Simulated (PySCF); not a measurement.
# Basis-set dependence of population analyses: `C#[C][AlH-]1[Cl+][AlH2-][Cl+]1`

Compound: C2H4Al2Cl2.
Cartesian coordinates in Å at the PBE0-D3(BJ)/def2-SVP level; atoms count from 1:
```
atom  x, y, z in Å
C1     3.1020   -0.3549    0.2595
C2     2.0341    0.2031    0.0642
Al3    0.3979    1.1188   -0.2605
Cl4   -0.7237    0.0026   -1.9391
Al5   -2.2673   -0.7825   -0.3976
Cl6   -1.1495    0.3725    1.2759
H7     4.0410   -0.8503    0.4364
H8     0.2229    2.6651   -0.4677
H9    -2.0177   -2.3235   -0.1842
H10   -3.6372   -0.0496   -0.6627
```

PBE0 throughout (PySCF), one geometry, spherical d and f functions. Geometry: PBE0-D3(BJ)/def2-SVP; no solvent, vibrations or thermal averaging. Atoms taken as equivalent share a column and are averaged. The first 7 of 9 kinds of atom are listed.

Mulliken charges (e):

| basis | functions | C1 | C2 | Al3 | Cl4/Cl6 | Al5 | H7 | H8 |
| --- | --- | --- | --- | --- | --- | --- | --- | --- |
| STO-3G | 50 | -0.153 | -0.300 | +0.929 | -0.411 | +0.829 | +0.110 | -0.191 |
| 6-31G | 78 | -0.410 | -0.187 | +0.784 | -0.364 | +0.649 | +0.269 | -0.121 |
| pcSseg-0 | 78 | -0.354 | -0.468 | +1.179 | -0.454 | +0.855 | +0.290 | -0.198 |
| 6-31G* | 108 | -0.226 | -0.070 | +0.361 | -0.259 | +0.417 | +0.243 | -0.064 |
| cc-pVDZ | 120 | -0.125 | -0.004 | +0.392 | -0.201 | +0.381 | +0.023 | -0.089 |
| def2-SVP | 120 | -0.262 | -0.022 | +0.681 | -0.308 | +0.599 | +0.049 | -0.138 |
| aug-cc-pVDZ | 190 | +1.349 | -0.890 | +0.173 | -0.395 | +0.117 | -0.366 | +0.156 |
| 6-311+G(2d,p) | 218 | -1.140 | +0.214 | +1.049 | -0.199 | +0.403 | +0.164 | -0.086 |
| def2-TZVP | 234 | -0.127 | -0.290 | +0.518 | -0.197 | +0.392 | +0.181 | -0.090 |
| cc-pVTZ | 252 | -0.048 | -0.265 | +0.394 | -0.147 | +0.381 | +0.160 | -0.104 |
| IGLO-III | 286 | -0.207 | -0.337 | +1.091 | -0.482 | +0.986 | +0.151 | -0.214 |

IAO charges (e):

| basis | functions | C1 | C2 | Al3 | Cl4/Cl6 | Al5 | H7 | H8 |
| --- | --- | --- | --- | --- | --- | --- | --- | --- |
| STO-3G | 50 | -0.153 | -0.412 | +0.899 | -0.262 | +0.809 | +0.154 | -0.248 |
| 6-31G | 78 | -0.153 | -0.371 | +0.697 | -0.231 | +0.551 | +0.207 | -0.157 |
| pcSseg-0 | 78 | -0.141 | -0.381 | +0.726 | -0.239 | +0.571 | +0.198 | -0.168 |
| 6-31G* | 108 | -0.152 | -0.394 | +0.774 | -0.251 | +0.634 | +0.201 | -0.187 |
| cc-pVDZ | 120 | -0.166 | -0.385 | +0.774 | -0.249 | +0.634 | +0.203 | -0.187 |
| def2-SVP | 120 | -0.158 | -0.387 | +0.786 | -0.249 | +0.653 | +0.197 | -0.198 |
| aug-cc-pVDZ | 190 | -0.177 | -0.384 | +0.784 | -0.252 | +0.641 | +0.207 | -0.189 |
| 6-311+G(2d,p) | 218 | -0.175 | -0.394 | +0.800 | -0.254 | +0.657 | +0.207 | -0.195 |
| def2-TZVP | 234 | -0.175 | -0.395 | +0.808 | -0.258 | +0.666 | +0.207 | -0.198 |
| cc-pVTZ | 252 | -0.175 | -0.393 | +0.803 | -0.257 | +0.659 | +0.207 | -0.195 |
| IGLO-III | 286 | -0.178 | -0.394 | +0.804 | -0.255 | +0.661 | +0.208 | -0.197 |

Hirshfeld charges (e):

| basis | functions | C1 | C2 | Al3 | Cl4/Cl6 | Al5 | H7 | H8 |
| --- | --- | --- | --- | --- | --- | --- | --- | --- |
| STO-3G | 50 | -0.107 | -0.231 | +0.674 | -0.275 | +0.610 | +0.071 | -0.150 |
| 6-31G | 78 | -0.067 | -0.235 | +0.407 | -0.086 | +0.375 | +0.108 | -0.136 |
| pcSseg-0 | 78 | -0.069 | -0.241 | +0.421 | -0.075 | +0.393 | +0.103 | -0.148 |
| 6-31G* | 108 | -0.072 | -0.228 | +0.391 | -0.060 | +0.366 | +0.107 | -0.145 |
| cc-pVDZ | 120 | -0.078 | -0.234 | +0.406 | -0.052 | +0.376 | +0.101 | -0.153 |
| def2-SVP | 120 | -0.078 | -0.235 | +0.397 | -0.036 | +0.370 | +0.100 | -0.158 |
| aug-cc-pVDZ | 190 | -0.085 | -0.241 | +0.427 | -0.059 | +0.390 | +0.100 | -0.154 |
| 6-311+G(2d,p) | 218 | -0.085 | -0.243 | +0.423 | -0.057 | +0.390 | +0.101 | -0.153 |
| def2-TZVP | 234 | -0.084 | -0.238 | +0.413 | -0.049 | +0.379 | +0.100 | -0.153 |
| cc-pVTZ | 252 | -0.083 | -0.236 | +0.413 | -0.051 | +0.379 | +0.100 | -0.153 |
| IGLO-III | 286 | -0.088 | -0.242 | +0.408 | -0.036 | +0.370 | +0.099 | -0.154 |

Which scheme is steadiest as the basis changes?

Largest range over the bases for any column: IAO 0.26 e, Hirshfeld 0.28 e, Mulliken 2.49 e. IAO charges move least and Mulliken charges most, counted in e. Without the minimal STO-3G basis the ranges are IAO 0.11, Hirshfeld 0.05, Mulliken 2.49 e.

How much do the charges still move between the two largest bases, cc-pVTZ and IGLO-III?

At most, over all atoms: Mulliken 0.697 e, IAO 0.003 e, Hirshfeld 0.016 e.

What do the same runs give for the total energy, the frontier levels and the dipole moment?

```json
{"basis": "STO-3G", "energy (Eh)": "-1466.6424", "HOMO (eV)": "-5.78", "LUMO (eV)": "3.95", "μ (D)": "0.56"}
{"basis": "6-31G", "energy (Eh)": "-1483.1690", "HOMO (eV)": "-8.28", "LUMO (eV)": "-1.24", "μ (D)": "0.77"}
{"basis": "pcSseg-0", "energy (Eh)": "-1481.5805", "HOMO (eV)": "-8.58", "LUMO (eV)": "-1.30", "μ (D)": "0.84"}
{"basis": "6-31G*", "energy (Eh)": "-1483.2640", "HOMO (eV)": "-8.07", "LUMO (eV)": "-1.02", "μ (D)": "0.76"}
{"basis": "cc-pVDZ", "energy (Eh)": "-1483.3454", "HOMO (eV)": "-8.17", "LUMO (eV)": "-1.05", "μ (D)": "0.61"}
{"basis": "def2-SVP", "energy (Eh)": "-1482.8458", "HOMO (eV)": "-8.24", "LUMO (eV)": "-1.03", "μ (D)": "0.65"}
{"basis": "aug-cc-pVDZ", "energy (Eh)": "-1483.3572", "HOMO (eV)": "-8.26", "LUMO (eV)": "-1.22", "μ (D)": "0.54"}
{"basis": "6-311+G(2d,p)", "energy (Eh)": "-1483.4007", "HOMO (eV)": "-8.28", "LUMO (eV)": "-1.21", "μ (D)": "0.57"}
{"basis": "def2-TZVP", "energy (Eh)": "-1483.4151", "HOMO (eV)": "-8.27", "LUMO (eV)": "-1.12", "μ (D)": "0.58"}
{"basis": "cc-pVTZ", "energy (Eh)": "-1483.4298", "HOMO (eV)": "-8.25", "LUMO (eV)": "-1.11", "μ (D)": "0.58"}
{"basis": "IGLO-III", "energy (Eh)": "-1483.4048", "HOMO (eV)": "-8.26", "LUMO (eV)": "-1.09", "μ (D)": "0.53"}
```

The dipole is fixed by the density alone, so its range of 0.31 D shows that the density itself changes with the basis, not only its division among atoms.
